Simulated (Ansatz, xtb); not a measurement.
Process, species as SMILES: N[Si](N)(N)Cl + 4 [H][H] (H2) → Cl (HCl) + 3 N (NH3) + [SiH4] (SiH4)
Each molecule is optimised on its own at B3LYP-D3(BJ)/def2-TZVP (Ansatz, a first-principles code), one conformer each, not searched for the lowest.

Property: energy of full hydrogenation (electronic energy difference), in kcal/mol. Correlated levels leave the core frozen unless marked. Spin-orbit coupling is left out. No relativistic terms. CBS(X,Y): correlation extrapolated as X^-3; Hartree-Fock from the larger set.

```
level                                        program  energy of full hydrogenation (kcal/mol)
------------------------------------  --------------  ---------------------------------------
GFN1-xTB                                         xtb                                        …
GFN2-xTB                                         xtb                                     12.7
BLYP/def2-TZVPD                               Ansatz                                     40.0
revPBE-D3(BJ)/def2-TZVPD              Ansatz + dftd3                                        …
r2SCAN/def2-TZVPD                             Ansatz                                        …
PBE0-D4/def2-TZVP                     Ansatz + dftd4                                     49.6
LC-wPBE/def2-TZVPD                            Ansatz                                     45.5
RPA@PBE/cc-pV(T+d)Z                           Ansatz                                        …
SCS-MP2/cc-pV(D+d)Z                           Ansatz                                     37.5
CCSD/aug-cc-pV(T+d)Z                          Ansatz                                     44.5
CCSD(T)/CBS(cc-pV(T+d)Z,cc-pV(Q+d)Z)          Ansatz                                     52.5
```

Question: Some entries are withheld; supply them.

Answer: 
- GFN1-xTB, energy of full hydrogenation (kcal/mol): -8.9
- revPBE-D3(BJ)/def2-TZVPD, energy of full hydrogenation (kcal/mol): 46.8
- r2SCAN/def2-TZVPD, energy of full hydrogenation (kcal/mol): 52.4
- RPA@PBE/cc-pV(T+d)Z, energy of full hydrogenation (kcal/mol): 44.0
